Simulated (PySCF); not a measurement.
HPdN: fields on a plane

Level of theory: UPBE0 in PySCF with Pd def2-TZVP with ECP28, N def2-TZVP, H def2-TZVP; scalar-relativistic core potentials, no spin–orbit coupling; density-fitted integrals.

The triplet minimum has Pd–H 1.543 Å, Pd–N 1.784 Å; H–Pd–N 92.0°.

The plane holds Pd1 at (0.00, 0.00), N2 at (1.78, 0.00), H3 at (-0.05, 1.54) Å. Columns run from x = -1.95 to 4.05 Å, rows from y = 3.75 (top) to -1.95 Å, in steps of 0.3 Å. Other isomers or separated fragments may lie lower. Core electrons replaced by a potential are absent, the electrostatic potential uses the reduced nuclear charge, and values within about 0.7 Å of such atoms have no physical meaning.

Task: Give the electron localisation function (set to 0 where the density is under 0.005 e/Å³). Lower edges of the bins: '0' 0.000, '1' 0.100, '2' 0.200, '3' 0.300, '4' 0.400, '5' 0.499, '6' 0.599, '7' 0.699, '8' 0.799, '9' 0.899; top 1.00.

Result: 
```
000000000000000000000
000000000000000000000
000000000000000000000
000068987400000000000
000799999830000000000
005999999950000000000
026999999940000000000
036899999830001000000
123689998511233320000
011235553223566642000
000123443236788864100
000147787347789875200
000048007367218885200
000047007357218885200
000147777347788875200
000135443237888763100
000122111125677642000
000010000013455421000
000000000001222100000
000000000000000000000
```

Task: Give the highest occupied orbital (Å^-3/2) at -7.10 eV (cut at ±0.3; overall sign arbitrary). Lower edges of the bins (Å^-3/2): '0' -0.300, '1' -0.240, '2' -0.180, '3' -0.120, '4' -0.060, '5' 0.000, '6' 0.060, '7' 0.120, '8' 0.180, '9' 0.240; top 0.30.

Result: 
```
444444444444444444444
444444444444444444444
444444444444444444444
444444444444444444444
444433333444444444444
444332223344444444555
443321012334444455555
443320001234444555555
443321001233445555555
443332333333445555555
433346997433356665555
443359999521268765555
443469999520099876555
444469999520199976555
444469999533699866555
444568997544677765555
444556776545566655555
444455555555555555555
444455555555555555555
444455555555555555555
```

Other spin states or occupations of the open shell can lie lower.
